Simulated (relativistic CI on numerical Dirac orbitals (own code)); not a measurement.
# Cd¹⁰⁺: sensitivity of the levels to the model

Base calculation: Dirac-Coulomb-Breit CI, orbitals from a KLI potential per configuration, QED by a radiative potential, unscaled Slater integrals.

Configuration list (outside the closed core [Ar] 3d10): 4s²4p⁶4d², 4s²4p⁵4d³, 4s²4p⁶4d4f, 4s²4p⁶4d5s, 4s4p⁶4d³, 4s²4p⁶4d5p, 4s²4p⁵4d²4f, 4s²4p⁶4f5s, 4s²4p⁶5s5p, 4s²4p⁶4d5d, 4s4p⁶4d²4f, 4s²4p⁶4d6s, 4s²4p⁶4d5f, 4s²4p⁵4d²5s, 4s²4p⁶4d6p, 4s²4p⁶4d5g, 4s²4p⁶4d6d, 4s²4p⁵4d²5p, 4s²4p⁶4d7s, 4s²4p⁶4d6f, 4s²4p⁶4d7p, 4s²4p⁶4f², 4s²4p⁵4f³, 4s²4p⁶5s², 4s²4p⁵4f5s², 4p⁶4d⁴, 4p⁵4d⁵, 4p⁵4d⁴4f, 4s²4p⁶4f5p, 4s²4p⁵4f²5p, 4s²4p⁶5p², 4s²4p⁵4f5p². Double excitations out of closed p, d and f shells are left out; levels of such configurations are missing from the list, as are those of other unlisted configurations, and high levels can miss mixing partners. These lack a partner that the ground configuration has and come out too high: 4s4p⁶4d²4f, 4s²4p⁵4d²5s, 4s²4p⁵4d²5p.

Variants: (1) configuration mixing switched off. Shifts of the energy above 4s²4p⁶4d² ³F2, in cm⁻¹, for the lowest level and the first level of each name with at least 55 % of one term (blank where a level changes its place among those of its configuration and J or its character, or is not in the variant):

```csv
Level,Base,Δ(1)
4s²4p⁶4d² ³F2,0,0
4s²4p⁶4d² ³F3,6588,-20
4s²4p⁶4d² ³F4,13104,+33
4s²4p⁶4d² ³P0,21461,+2047
4s²4p⁶4d² ³P1,24584,+2095
4s²4p⁶4d² ³P2,32615,+1445
4s²4p⁶4d² ¹G4,34537,+1576
4s²4p⁶4d² ¹S0,80104,-1729
4s²4p⁶4d5s ³D1,463932,-9788
4s²4p⁶4d5s ³D2,465671,-9665
4s²4p⁵4d³ ⁵D°2,470985,-15390
4s²4p⁵4d³ ⁵S°2,471985,-14780
4s²4p⁵4d³ ⁵D°1,472407,-15726
4s²4p⁶4d5s ³D3,473166,-9811
4s²4p⁵4d³ ⁵D°0,474395,-16047
4s²4p⁶4d5s ¹D2,478275,-9088
4s²4p⁵4d³ ⁵F°5,482280,-14343
4s²4p⁵4d³ ⁵G°6,490954,-13113
4s²4p⁵4d³ ³G°3,496765,-9460
4s²4p⁵4d³ ³G°4,499478,-11966
4s²4p⁵4d³ ³G°5,508994,-10036
4s²4p⁵4d³ ³H°6,513808,-11315
```

At this charge energies of transitions that change n are usually good to better than 1 %, and those within a shell (Δn = 0) to a few per cent. Terms inside the open d or f shell come out 10 to 20 % too wide with unscaled integrals.

Ionisation energy from the two ground configurations alone: base 195.458 eV. The NIST ASD value (theoretical) is 195 eV.

LS names give the leading component of a level, which can be under half, so a name can repeat, a term be missing and a line seem to break the LS rules.
